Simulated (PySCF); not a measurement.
PySCF job for CH4F2OSSi, SMILES CO[Si](F)(F)S, PBE/pcSseg-1. Geometry: PBE-D3(BJ)/def2-SVP. This is a generated structure with no PubChem entry under its InChIKey; it may be hypothetical. The values are those of a single conformer.

```python
import numpy as np
from pyscf import gto, scf, dft
from pyscf.prop.nmr import rks as nmr

mol = gto.M(
    atom='''
    C    -2.06525231    0.68379079    1.06499962
    O    -1.21207398    0.89735621   -0.05207902
    Si    0.07834471   -0.04339799   -0.44867329
    F    -0.37201634   -1.51482354   -0.96243473
    F     0.78014749    0.71533498   -1.69313679
    S     1.41714046   -0.39551781    1.16888308
    H    -1.48992078    0.40897084    1.97676653
    H    -2.80178881   -0.12216781    0.85739123
    H    -2.61878955    1.62286997    1.26344778
    H     1.55435103    0.93998669    1.40846957
    ''',
    basis='pcSseg-1',
    charge=0,
    spin=0,
    max_memory=1600,
    verbose=3,
)
mf = dft.RKS(mol, xc='pbe')
mf.grids.level = 3
mf.conv_tol = 1e-10
mf.max_cycle = 100
mf.kernel()
n = nmr.NMR(mf)
n.verbose = 2
n.max_cycle_cphf = 60
sigma = n.kernel()
print('atom   isotropic/ppm   span/ppm')
for i, s in enumerate(sigma):
    w = np.linalg.eigvalsh((s + s.T) / 2)
    print(f'{mol.atom_symbol(i):2s}{i + 1:3d} {w.mean():14.3f} {w[2] - w[0]:11.3f}')
```

Output:

```
converged SCF energy = -1002.61298513808
atom   isotropic/ppm   span/ppm
C   1        122.746      83.849
O   2        258.027     177.333
Si  3        377.021      72.917
F   4        286.599     148.370
F   5        282.617     154.652
S   6        708.442     247.848
H   7         27.098       9.703
H   8         27.121      10.777
H   9         27.232      10.454
H  10         30.543      17.885
```

The run converged.

Cost: very roughly 40 core-seconds.
